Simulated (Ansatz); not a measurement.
Method: Ansatz (an electronic-structure program) with frozen-core CCSD(T)/cc-pVTZ // B3LYP-D3(BJ)/def2-TZVP. The geometry is that of the parent before the electron was removed.

Ansatz 0.2 input:
```yaml
crystal:
  periodic: [false, false, false]
  atoms:
    - { symbol: O, position_ang: [1.672455, -1.011153, -0.657312] }
    - { symbol: C, position_ang: [1.126006, -0.070324, -0.13322] }
    - { symbol: Si, position_ang: [-0.785041, 0.043651, 0.107592] }
    - { symbol: H, position_ang: [1.745284, 0.783138, 0.235445] }
    - { symbol: H, position_ang: [-1.4268, -1.163705, -0.448376] }
    - { symbol: H, position_ang: [-1.056294, 0.176775, 1.558918] }
    - { symbol: H, position_ang: [-1.260898, 1.269513, -0.576811] }
basis:
  gaussian: { orbitals: cc-pVTZ }
correlation:
  method: ccsd_t
total_charge: 1
magnetization:
  spin_polarized: true
  initial_magnetization: 1
```

Output:

```
Functional definition: HF
866 factors; integrals over basis functions are off by at most 1.2e-3 eV
mean field evaluation 1: about -10979.2972 eV, gradient 3.4e1 eV
mean field evaluation 2: about -10979.3031 eV, gradient 3.4e1 eV
mean field evaluation 4: about -10984.6305 eV, gradient 4.3e0 eV
mean field evaluation 8: about -10985.2943 eV, gradient 4.7e-1 eV
mean field evaluation 16: about -10980.6833 eV, gradient 3.4e1 eV
mean field evaluation 32: about -10982.0108 eV, gradient 1.8e-1 eV
mean field evaluation 64: about -10980.9372 eV, gradient 6.0e0 eV
mean field evaluation 96: about -10982.0123 eV, gradient 6.1e-4 eV
mean field evaluation 128: about -10975.2697 eV, gradient 1.5e1 eV
mean field -10985.30296747 eV, -403.7024379486 hartree, gradient 8.6e-6 eV, S^2 0.788547; 1 other end points of the search recorded, 0 dependent functions left out
determinant -10985.30296747 eV, -403.7024379486 hartree, with singles and doubles -10999.20712919 eV, -404.2134064675 hartree
determinant -10982.01231604 eV, -403.5815087390 hartree, with singles and doubles -10995.28563818 eV, -404.0692943310 hartree
7 core orbitals not correlated
reference -10985.30296747 eV, -403.7024379486 hartree; 9, 8 occupied and 134, 135 virtual orbitals, 866 factors
second order -12.41874317 eV of doubles, -0.00000000 eV of singles
cycle   1  -13.70486130 eV  change    -1.2e0 eV  update   2.7e-2
cycle   2  -13.74039526 eV  change   -3.6e-2 eV  update   7.5e-3
cycle   3  -13.74531461 eV  change   -4.9e-3 eV  update   3.9e-3
cycle   4  -13.75318864 eV  change   -7.9e-3 eV  update   2.2e-3
cycle   5  -13.75788640 eV  change   -4.7e-3 eV  update   1.2e-3
cycle   6  -13.75974920 eV  change   -1.9e-3 eV  update   4.8e-4
cycle   7  -13.75998150 eV  change   -2.3e-4 eV  update   1.7e-4
cycle   8  -13.76009219 eV  change   -1.1e-4 eV  update   7.9e-5
cycle   9  -13.76004435 eV  change    4.8e-5 eV  update   4.1e-5
cycle  10  -13.76000930 eV  change    3.5e-5 eV  update   1.8e-5
cycle  11  -13.76002238 eV  change   -1.3e-5 eV  update   9.1e-6
perturbative correction -0.56260850 eV, -0.0206754811 hartree
Total energy: -10999.62559835 eV, -404.2287849252 hartree
```

Cost: very roughly 90 core-seconds.
